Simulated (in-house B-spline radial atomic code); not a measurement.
**Solving the quasi-particle equation for 2s up of Ne VIII (Ne7+)**

Configuration [He] 2s1, highest spin, start PBE0. Computed with an all-electron radial atomic-structure program (B-spline basis): all electrons, non-relativistic, point nucleus, each spin shell either full or empty, empty states to l = 9 with an (l + 1/2)⁻⁴ tail; G0W0 by contour deformation at full frequency.

At the mean-field level ε = -229.269 eV the matrix elements are Σx = -40.49 eV, v_xc = -31.086 eV and Σc(ε) = -2.62 eV, and the slope of the correlation self-energy is dΣc/dω = -0.0453. The quasi-particle energy solves E = ε + Σx − v_xc + Σc(E).

Q: What does the linearised equation give?

A: Z = 1/(1 − dΣc/dω) = 1/1.0453 = 0.9567. The first-order shift is Σx − v_xc + Σc(ε) = -40.49 − (-31.086) + (-2.62) = -12.024 eV, so E ≈ ε + Z × shift = -229.269 + 0.9567 × (-12.024) = -240.772 eV.

Q: How does that compare with the full solution and with static screening?

A: Solving the equation at full frequency dependence gives E = -240.855 eV, where Σc = -2.182 eV and the weight is 0.969; the linearised value is off by 83 meV. Leaving Z out would give -241.293 eV. Static COHSEX puts -5.577 eV in place of Σc and gives -244.250 eV, 3.39 eV deeper.
